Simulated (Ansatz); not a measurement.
`CB(C)CCl` + `CC(N)F` → `CB(N)CCl` + `CC(C)F`  (formal exchange of groups at a B–C bond)

Program: Ansatz. Geometries: PBE0-D4/def2-TZVP. ΔE: electronic, gas phase. CCSD(T)/CBS adds triple-zeta CCSD(T) − MP2 to the extrapolated MP2 energy (def2 sets, frozen cores). DFT in def2-TZVPP. B3LYP here is the variant with VWN-RPA as its local correlation; programs differ in this. One conformer a species, not always the lowest.

(1) Is it downhill or uphill in electronic energy at CCSD(T)/CBS, and by how much? (An estimate is asked.)

(2) What do these levels give: B3LYP-D4, B2PLYP, PBE0, SCS-MP2/def2-TZVPP, HF/def2-QZVPP, HF/CBS(def2)? (Estimate.)

Largest T1 diagnostic among the species: 0.011.

## Answers

(1) Computed: Downhill: ΔE = -30.7 kcal/mol.

(2) Ansatz gave: B3LYP-D4 -30.4, B2PLYP -30.7, PBE0 -29.7, SCS-MP2/def2-TZVPP -30.9, HF/def2-QZVPP -31.2, HF/CBS(def2) -31.2 kcal/mol.
